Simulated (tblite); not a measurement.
Run record: molecular-dynamics run, `CC[C@@H]1OC(=O)O[C@@H]1F`.

Computed with GFN2-xTB (tblite), gas phase: Langevin dynamics at 300 K from the optimised GFN2-xTB geometry, time step 0.5 fs, friction 0.01 fs⁻¹, 2000 steps. The command runs a driver script over a list of jobs; the input below is this job's line of settings and its coordinates in Å. «temperature» is in K, «steps» counts time steps and «every» is the stride of the printed frames; «frames» go on to single points.

Command:
```bash
OMP_NUM_THREADS=1 python probes_run.py task.json out
```

Input:
```
{"job": {"kind": "md", "xc": "GFN2-xTB", "basis": "xTB", "temperature": 300, "steps": 2000, "every": 50, "frames": 5}, "charge": 0, "multiplicity": 1}
C      2.195024     0.368356     0.033960
C      0.965707    -0.419500     0.465809
C     -0.217042    -0.137962    -0.456485
O     -0.665751     1.203871    -0.318103
C     -1.978043     1.253197    -0.086636
O     -2.614910     2.236430     0.054233
O     -2.502958    -0.009677    -0.071343
C     -1.492635    -0.948885    -0.119473
F     -1.381346    -1.551783     1.105306
H      1.974172     1.432060     0.025841
H      3.012166     0.186617     0.725970
H      2.512347     0.071066    -0.962731
H      0.688537    -0.147160     1.485104
H      1.167965    -1.491465     0.441701
H      0.068967    -0.290106    -1.504955
H     -1.739801    -1.746116    -0.829609
```

Problem. What does the run print? One trajectory will do; the random numbers aren't given.

Solution. 
```
t/fs     T/K      E/eV
    0.0   244.0   -850.30396
   25.0   131.0   -850.06434
   50.0   183.2   -850.00415
   75.0   224.6   -849.98814
  100.0   222.5   -849.88635
  125.0   329.7   -849.95180
  150.0   286.6   -849.90349
  175.0   267.9   -849.82577
  200.0   236.4   -849.88456
  225.0   277.9   -849.88822
  250.0   211.0   -849.85248
  275.0   180.8   -849.75223
  300.0   292.5   -849.67338
  325.0   310.9   -849.85526
  350.0   274.3   -849.91037
  375.0   253.7   -849.89420
  400.0   212.6   -849.86023
  425.0   200.7   -849.73450
  450.0   191.9   -849.85518
  475.0   208.8   -849.97466
  500.0   230.3   -849.92374
  525.0   213.8   -849.98295
  550.0   288.1   -849.88157
  575.0   187.9   -849.90699
  600.0   222.7   -849.74924
  625.0   236.9   -849.84935
  650.0   241.3   -849.89620
  675.0   235.0   -849.90756
  700.0   215.0   -849.93793
  725.0   267.3   -849.91310
  750.0   268.7   -849.89521
  775.0   347.1   -849.92546
  800.0   206.2   -849.70077
  825.0   268.6   -849.87290
  850.0   217.2   -849.87286
  875.0   188.6   -849.86692
  900.0   271.2   -849.80510
  925.0   363.8   -849.83552
  950.0   427.2   -849.94883
  975.0   324.6   -849.90327
 1000.0   234.4   -849.80908
```

E is the potential energy; T comes from the kinetic energy over all 3N coordinates.

Problem. Sum up the printed frames.

Solution. 41 frames over 1000 fs. T runs from 131 K (25 fs) to 427 K (950 fs), with a mean of 249 K over all frames and 260 K from 500 fs on. E starts at -850.304 eV, peaks 0.631 eV above that at 300 fs, and averages 0.429 eV above it from 500 fs on.

Problem. Give the last frame.

Solution. 0.25 Å rms from the start after alignment:
```
atom  x, y, z in Å
C1      1.786    0.765    0.821
C2      0.610    0.537    1.758
C3     -0.529   -0.061    0.877
O4     -1.213    1.013    0.267
C5     -2.530    0.782    0.279
O6     -3.413    1.310   -0.320
O7     -2.821   -0.333    0.978
C8     -1.634   -0.816    1.598
F9     -1.762   -0.531    2.925
H10     1.406    1.305    0.007
H11     2.523    1.389    1.323
H12     2.259   -0.160    0.495
H13     0.344    1.604    2.099
H14     0.754   -0.088    2.634
H15    -0.054   -0.669    0.170
H16    -1.682   -1.914    1.431
```

Hardware: Arm Neoverse N1, one thread, shared host with 64 logical CPUs at a one-minute load of 55. Cost: 18 s wall, 0.18 GiB resident at most.
